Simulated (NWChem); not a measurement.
Total energies of H$_{3}$OSi

SMILES: [SiH3][O]
```xyz
5

O     -1.1796    -0.2168     0.0000
Si     0.4699     0.0980     0.0000
H      0.9144     0.8281     1.2237
H      0.9144     0.8281    -1.2237
H      1.0298    -1.2931     0.0000
```
Charge 0, spin multiplicity 2.

All runs are NWChem calculations. Structure: optimised with UPBE0/def2-SVP, a minimum by its harmonic frequencies.

Basis set: def2-SVP (47 functions).

| method | total energy (Ha) | relative cost |
|---|---|---|
| UHF | -365.35920 | 1 |
| UMP2 | -365.60165 | under 3 |
| UB2PLYP | -366.10431 | under 3 |
| UPBE | -366.06261 | under 3 |
| UB3LYP | -366.32590 | under 3 |
| UTPSS | -366.34294 | under 3 |

Total energies of different functionals aren't comparable as a measure of quality: only differences taken within one method are. Costs are rough ratios of processor time within this set of runs, SCF included, with UHF as 1.

The correlated methods keep 6 core orbitals frozen. B3LYP has NWChem's definition, with VWN1-RPA local correlation. The structure started from a generated list of species. The unpaired electrons of the parent sit in orbitals of symmetry a' (Cs labels of the run); other states weren't searched. No SCF solution was tested for a lower state. Open-shell Hartree-Fock references start from PBE0 orbitals; any time given for them includes that run.
